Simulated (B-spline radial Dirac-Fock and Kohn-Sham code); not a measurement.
# K-line shifts caused by a second vacancy in Cr⁺

System: the Cr⁺ ion, [Ar] 3d5, inside a Watson sphere of charge -1 and radius 2.7 Å (a model of the Madelung potential; inside it an electron's potential energy is raised by 5.3 eV).

Calculated with a radial atomic solver, using relaxed Dirac-Fock hole states (ΔSCF) with Breit and QED corrections and a finite nucleus. Each two-hole energy is an average over J within one jj subconfiguration, not an observable level; in light atoms, where LS coupling holds, the j-resolved values are not observed lines, and for a K spectator the Kα1 hypersatellite is nearly forbidden. Correlation energy is missing from these numbers.

Lines without a spectator: Kα2 (K-L2) 5405.6 eV, Kα1 (K-L3) 5414.0 eV, Kβ3 (K-M2) 5942.9 eV, Kβ1 (K-M3) 5943.9 eV. Shifts in eV with one spectator hole (a dash: not computed, or left out as unreliable):

| spectator hole | Kα2 | Kα1 | Kβ3 | Kβ1 |
| --- | --- | --- | --- | --- |
| L2 (2p1/2) | +22.30 | +27.32 | – | +62.3 |
| L3 (2p3/2) | +25.74 | +24.57 | +60.6 | – |
| M2 (3p1/2) | – | +1.82 | +3.90 | +5.25 |
| M3 (3p3/2) | +1.69 | – | +5.00 | +4.63 |

Task: Where does the K-L3 hypersatellite lie, emitted when both K electrons are missing?

Result: +251.4 eV from the normal line, at 5665.4 eV. Removing both K electrons costs 12329.5 eV, which is 332.6 eV more than twice the K binding energy. In light atoms the observed hypersatellite is the ¹S₀ → ¹P₁ component, which lies below this average, and the triplet component is nearly forbidden.

With n spectator holes in 2p, averaged over the 2p shell (energies in eV):

| n | KαLⁿ | step | hypersatellite KαʰLⁿ |
| --- | --- | --- | --- |
| 0 | 5411.2 | – | 5662.0 |
| 1 | 5436.6 | +25.5 | 5688.6 |
| 2 | 5463.1 | +26.5 | 5716.3 |
| 3 | 5490.7 | +27.6 | 5745.0 |
| 4 | 5519.4 | +28.7 | 5774.9 |
| 5 | 5549.2 | +29.8 | 5805.9 |
